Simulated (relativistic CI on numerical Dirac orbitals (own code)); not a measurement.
# Kr I: calculation against measurement

Method of calculation: Dirac-Coulomb-Breit CI, separate exchange-only KLI orbitals for each configuration, a model potential for QED, valence Slater integrals scaled by 0.85, P86 correlation estimate, and configurations built on the next ion tied to the tabulated ionisation energy (semi-empirical) (own radial code, finite nucleus).

CI space (outside the closed core [Ar] 3d10 4s2): 4p⁶, 4p⁵5s, 4p⁵5p, 4p⁵4d, 4p⁵6s, 4p⁵5d, 4p⁵4f, 4p⁵5f, 4p⁵6p, 4p⁴4d², 4p⁵6d, 4p⁵5g, 4p⁵6f. Levels of other configurations are missing.

| Configuration | Term (tabulated) | J | Measured (cm⁻¹) | Computed | Error | Purity (%) |
| --- | --- | --- | --- | --- | --- | --- |
| 4p⁶ | 1S | 0 | 0.0 | 0 | 0 | 99 |
| 4p⁵5s | 2[3/2]° | 2 | 79971.7 | 80590 | 618 | 99 |
| 4p⁵5s | 2[3/2]° | 1 | 80916.8 | 81565 | 648 | 51 |
| 4p⁵5s | 2[1/2]° | 0 | 85191.6 | 85918 | 727 | 99 |
| 4p⁵5s | 2[1/2]° | 1 | 85846.7 | 86576 | 729 | 51 |
| 4p⁵5p | 2[1/2] | 1 | 91168.5 | 90749 | -419 | 80 |
| 4p⁵5p | 2[5/2] | 3 | 92294.4 | 91664 | -630 | 100 |
| 4p⁵5p | 2[5/2] | 2 | 92307.4 | 91714 | -594 | 51 |
| 4p⁵5p | 2[3/2] | 1 | 92964.4 | 92297 | -667 | 53 |
| 4p⁵5p | 2[3/2] | 2 | 93123.3 | 92393 | -730 | 76 |
| 4p⁵5p | 2[1/2] | 0 | 94092.9 | 93423 | -670 | 51 |
| 4p⁵5p | 2[3/2] | 1 | 97595.9 | 97061 | -535 | 75 |
| 4p⁵4d | 2[7/2]° | 4 | 97797.3 | 97934 | 137 | 99 |
| 4p⁵5p | 2[1/2] | 1 | 97919.1 | 97311 | -608 | 59 |
| 4p⁵5p | 2[3/2] | 2 | 97945.2 | 97339 | -606 | 45 |
| 4p⁵5p | 2[1/2] | 0 | 98855.1 | 98282 | -573 | 53 |
| 4p⁵6s | 2[3/2]° | 2 | 99626.9 | 99496 | -131 | 94 |

Measured levels from NIST Handbook of Basic Atomic Spectroscopic Data (Sansonetti and Martin, J. Phys. Chem. Ref. Data 34, 1559 (2005)); pairs were made by configuration, J and term (by order where the table uses no LS term), so strongly mixed levels may be paired wrongly.

Mean error by configuration (cm⁻¹): 4p⁵5s 681; 4p⁵5p -603; 4p⁵4d 137; 4p⁵6s -131. Over the excited levels the mean absolute error is 564 cm⁻¹ (16 of the 18 excited levels that our extract of the source holds in range could be paired, and the others can miss by more), and the median relative error of those above 1,000 cm⁻¹ is 0.66 %.

Transition probabilities of persistent lines. The last column rescales the computed rate by the cube of measured over computed energy:

| λ measured (Å) | Lower | Upper | A tabulated (s⁻¹) | A computed | A rescaled |
| --- | --- | --- | --- | --- | --- |
| 1164.87 vacuum | 4p⁶ ¹S0 | 4p⁵5s ²[1/2]°1 | 3.16e+08 | 3.50e+08 | 3.41e+08 |
| 1235.84 vacuum | 4p⁶ ¹S0 | 4p⁵5s ²[3/2]°1 | 3.12e+08 | 3.45e+08 | 3.37e+08 |
| 5570.29 air | 4p⁵5s ²[3/2]°2 | 4p⁵5p ²[1/2]1 | 2.10e+06 | 8.60e+05 | 1.06e+06 |
| 5870.92 air | 4p⁵5s ²[3/2]°1 | 4p⁵5p ²[3/2]2 | 1.80e+06 | 1.39e+06 | 1.75e+06 |
| 8104.37 air | 4p⁵5s ²[3/2]°2 | 4p⁵5p ²[5/2]2 | 1.30e+07 | 8.78e+06 | 1.20e+07 |
| 8112.90 air | 4p⁵5s ²[3/2]°2 | 4p⁵5p ²[5/2]3 | 3.60e+07 | 3.34e+07 | 4.60e+07 |
| 8190.06 air | 4p⁵5s ²[3/2]°1 | 4p⁵5p ²[3/2]2 | 1.10e+07 | 7.60e+06 | 1.09e+07 |
| 8263.24 air | 4p⁵5s ²[1/2]°1 | 4p⁵5p ²[3/2]2 | 3.50e+07 | 2.96e+07 | 4.20e+07 |
| 8298.11 air | 4p⁵5s ²[3/2]°1 | 4p⁵5p ²[3/2]1 | 3.20e+07 | 2.64e+07 | 3.73e+07 |
| 8508.87 air | 4p⁵5s ²[1/2]°1 | 4p⁵5p ²[3/2]1 | 2.40e+07 | 1.50e+07 | 2.12e+07 |
| 8776.75 air | 4p⁵5s ²[3/2]°1 | 4p⁵5p ²[5/2]2 | 2.70e+07 | 1.95e+07 | 2.76e+07 |
